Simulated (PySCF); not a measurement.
C7H11P.
Atom-mapped SMILES: `[CH2:1]=[CH:2][C@@H:3]1[C@@H:4]([CH:5]=[CH2:6])[P:7]1[CH3:8]`

Geometry (GFN2-xTB, Å), atoms numbered from 1 in this order:
```xyz
19
C7H11P angstrom
C      3.1483   -0.4069    0.1567
C      2.0933   -0.3602   -0.6423
C      0.7475    0.0144   -0.2037
C     -0.4445   -0.5529   -0.9330
C     -1.6269   -1.1015   -0.2687
C     -1.8435   -1.1645    1.0392
P     -0.1990    1.2918   -1.1984
C     -1.2181    2.0231    0.1689
H      3.0749   -0.1719    1.2059
H      4.1240   -0.6804   -0.2048
H      2.1956   -0.5954   -1.6945
H      0.6495    0.1379    0.8699
H     -0.1902   -1.0854   -1.8478
H     -2.3872   -1.4685   -0.9480
H     -1.1163   -0.8470    1.7676
H     -2.7555   -1.5783    1.4341
H     -1.9149    2.7341   -0.2725
H     -1.7781    1.2586    0.7069
H     -0.5688    2.5623    0.8571
```

NICS = −σ at a ghost point: NICS(0) at the centroid of the ring atoms, NICS(1) 1 Å to either side along the normal of their mean plane, zz for the tensor component along that normal. Level: GIAO PBE0/pcSseg-1 (PySCF, non-relativistic, gas phase) on the GFN2-xTB geometry, one conformer.

Ring bond lengths (Å), with Mayer bond orders in brackets: C3–C4 1.508 (0.88), C4–P7 1.880 (0.84), P7–C3 1.875 (0.88).

Problem. What do the NICS probes read (ppm)?

Solution. 
| ring | type | NICS(0) | NICS(1), two faces | NICS(1)zz, two faces | rms pucker (Å) | centre to ring atoms, mean (Å) |
| --- | --- | --- | --- | --- | --- | --- |
| C3–C4–P7 | 3-membered ring with P; formal bonds all single | -38.4 | -10.8 / -7.9 | -19.7 / -22.9 | 0.00 | 1.01 |

Problem. What can be read from them?

Solution. 
- C3–C4–P7: mean NICS(1)zz -21.3 ppm, shielded. C3, C4 have four or more neighbours, and the NICS criterion for π rings isn't applied. The two faces differ by 3.2 ppm, so no symmetry operation interchanges them. NICS(0) lies 29 ppm below the mean NICS(1).

Problem. List the ring angles and the Hirshfeld charges of the ring atoms.

Solution. 
- C3–C4–P7: C3 66.5° (-0.068 e), C4 66.2° (-0.068 e), P7 47.4° (+0.123 e); sum 180.0° against 180° for a flat convex ring.

Problem. What are the shieldings of the ring atoms and their hydrogens in the same run (means over atoms taken as equivalent)?

Solution. 
```
   atoms                     environment  σ isotropic (ppm)
 C3 (×2)  sp3 carbon bound to phosphorus              149.1
      P7            phosphine phosphorus              515.9
H12 (×2)                methine hydrogen              29.69
```

On one thread, Arm Neoverse V2 (aarch64), shared host, this took 34 s wall and 0.88 GiB of memory at its peak. This is the whole shielding run at PBE0/pcSseg-1, SCF included.
